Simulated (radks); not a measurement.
Values are calculated unless marked as measured or tabulated.
Q: The strontium ion Sr9+ is in [Ar] 3d10 4s1. Code: a radial shooting solver on a logarithmic mesh with Libxc functionals. Model: scalar-relativistic Kohn-Sham, r2SCAN, spin-polarised, spherical densities, finite nucleus; meta-GGA in the generalised Kohn-Sham scheme; Fermi nuclear charge, rms radius of each element as measured or else 0.836 A^(1/3) + 0.57 fm. Open shells are filled with parallel spins first. One electron is removed from 3d, 3s, 4s, 3p in turn, with full relaxation. Which removal costs least, and what does each cost?

A: 4s 177.98 eV; 3d 300.47 eV; 3p 431.75 eV; 3s 511.80 eV. The 4s electron leaves first.
